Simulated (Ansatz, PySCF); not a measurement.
Process, species as SMILES: OB(O)Br [bromoboronic acid] → O[B]O + Br atom (the B-Br bond at the site shown breaks; other sites are not compared here)
Each molecule is optimised on its own at B3LYP-D3(BJ)/def2-TZVP (Ansatz, a program for electronic structure), one conformer each, not searched for the lowest. Frequencies are from Ansatz or PySCF.
Geometry of the first species:
```xyz
6

O      1.6455    -1.1399     0.4064
B      0.3246    -0.9027     0.2771
O     -0.5544    -1.8945     0.5250
Br    -0.3166     0.8805    -0.2703
H      2.2062    -0.3838     0.2124
H     -1.4760    -1.6469     0.4109
```
Charge 0, spin multiplicity 1.

Quantity: bond dissociation energy (enthalpy at 298 K, with B3LYP-D3(BJ) rigid-rotor harmonic-oscillator terms), in kcal/mol. Correlated levels leave the core frozen unless marked. UHF or UKS for open shells. Spin-orbit coupling is left out. Frozen are the shells of the preceding noble gas and the d and f shells that filled before the atom's block. No relativistic terms. CBS marks a two-point X^-3 extrapolation of the correlation energy; Hartree-Fock from the larger set. The bracket is a focal-point correction in the basis named.

```
level           program  bond dissociation energy (kcal/mol)
--------------  -------  -----------------------------------
HF/STO-3G        Ansatz                                104.6
HF/aug-cc-pVDZ   Ansatz                                 83.9
```

What does RI-MP2/CBS(aug-cc-pVTZ,aug-cc-pVQZ)+[CCSD(T)-MP2]/aug-cc-pVTZ (Ansatz) give?

112.2 kcal/mol
